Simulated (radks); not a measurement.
Values are calculated unless marked as measured or tabulated.
Problem. The cerium ion Ce2+, 56 electrons, occupied as [Kr] 4d10 4f2 5s2 5p5.5 5d0.5 (fractional occupations, a model configuration). Level of theory: scalar-relativistic Kohn-Sham, BLYP, spin-unpolarised, spherical densities, point nucleus (a radial shooting solver on a logarithmic mesh with Libxc functionals). Some entries of the table are withheld. Estimate them.

| orbital | occ. | eigenvalue (eV) | <1/r> (bohr^-1) |
|---|---|---|---|
| 1s | 2 | -40284.71 | (1) |
| 2s | 2 | -6456.193 | 14.60 |
| 2p | 6 | -5783.254 | 13.83 |
| 3s | 2 | (2) | 5.300 |
| 3p | 6 | -1180.614 | 5.019 |
| 3d | 10 | -876.6708 | 4.761 |
| 4s | 2 | -287.4848 | 2.207 |
| 4p | 6 | -217.8215 | 2.033 |
| 4d | 10 | -117.6779 | (3) |
| 5s | 2 | -50.9308 | 0.8603 |
| 5p | 5.5 | -33.9649 | 0.7310 |
| 4f | 2 | -13.9880 | 1.141 |
| 5d | 0.5 | -13.9537 | (4) |

Solution. 
(1) 1s <1/r> (bohr^-1): 63.35
(2) 3s eigenvalue (eV): -1394.593
(3) 4d <1/r> (bohr^-1): 1.767
(4) 5d <1/r> (bohr^-1): 0.4797
